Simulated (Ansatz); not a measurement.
`O[SiH](F)[SiH](Cl)Cl` + `C=C[SiH2]S` → `C=C[SiH2]S[SiH](Cl)Cl` + `O[SiH2]F`  (cleavage of the Si–Si bond)

Computed with Ansatz on PBE0-D4/def2-TZVP structures; ΔE is electronic, products minus reactants. CCSD(T)/CBS is the MP2 limit (def2-TZVPP, def2-QZVPP) plus CCSD(T) − MP2 in def2-TZVPP, frozen cores. DFT in def2-TZVPP. B3LYP here is the variant with VWN-RPA as its local correlation; programs differ in this. Each species was taken in one conformer, which may not be the lowest.

```json
{"level": "PBE-D4", "ΔE (kJ/mol)": "-71.4"}
{"level": "ωB97M-V", "ΔE (kJ/mol)": "-87.5"}
{"level": "r2SCAN", "ΔE (kJ/mol)": "-78.1"}
{"level": "B3LYP", "ΔE (kJ/mol)": "-67.0"}
{"level": "MP2/def2-TZVPP", "ΔE (kJ/mol)": "-99.7"}
{"level": "CCSD(T)/def2-TZVPP", "ΔE (kJ/mol)": "-84.5"}
{"level": "HF/def2-QZVPP", "ΔE (kJ/mol)": "-77.3"}
{"level": "CCSD/CBS(def2)", "ΔE (kJ/mol)": "-83.9"}
```

Task: What does CCSD(T)/CBS give? (Estimate.)

Result: The calculation gave: -86.5 kJ/mol. The listed levels differ from it by 15.1, -1.0, 8.4, 19.5, -13.2, 2.0, 9.2, 2.6 kJ/mol.

Largest T1 diagnostic among the species: 0.011.

The D4 term adds −13.9 kJ/mol with B3LYP and −8.1 kJ/mol with PBE0; it sums over pairs of atoms, weighted by their polarisabilities, and B3LYP, whose exchange is more repulsive, gets the larger term. In def2-TZVPP, CCSD(T) changes the Hartree–Fock value by −7.2 kJ/mol (the triples alone add −2.6 kJ/mol) and MP2 by −22.3 kJ/mol.
